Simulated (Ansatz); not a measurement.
Consider the cleavage of the Si–Si bond: `O[SiH](O)[SiH2]Cl` + `O[SiH](O)F` → `O[SiH](O)O[SiH](O)F` + `[SiH3]Cl`.

Gas-phase electronic energies from Ansatz, PBE0-D4/def2-TZVP geometries. CBS: MP2 limit from def2 TZ/QZ plus the TZ coupled-cluster correction, frozen cores. This one scheme is used for every species. DFT in def2-TZVPP. B3LYP here is the variant with VWN-RPA as its local correlation; programs differ in this. Each species was taken in one conformer, which may not be the lowest.

| level | ΔE (kcal/mol) | difference from CCSD(T)/CBS |
| --- | --- | --- |
| PBE-D4 | -29.2 | 6.9 |
| r2SCAN-D4 | -35.1 | 1.0 |
| PBE0-D4 | -31.9 | 4.2 |
| B3LYP-D4 | -35.4 | 0.7 |
| PBE | -29.2 | 6.9 |
| B3LYP | -35.4 | 0.7 |
| SCS-MP2/def2-TZVPP | -38.4 | -2.3 |
| CCSD/def2-TZVPP | -37.5 | -1.4 |
| MP2/def2-QZVPP | -37.6 | -1.5 |
| MP2/CBS(def2) | -37.1 | -1.0 |
| CCSD(T)/CBS | -36.1 | 0 |

Largest T1 diagnostic among the species: 0.012.

In def2-TZVPP, CCSD(T) changes the Hartree–Fock value by +5.8 kcal/mol (the triples alone add +0.9 kcal/mol) and MP2 by +4.8 kcal/mol. From PBE to PBE0 (25 % exact exchange), in def2-TZVPP and without D4, ΔE moves by −2.8 kcal/mol.

CCSD(T)/CBS has its own doubt, a few kJ/mol and more with outer-core shells, so smaller differences from it don't rank the levels.
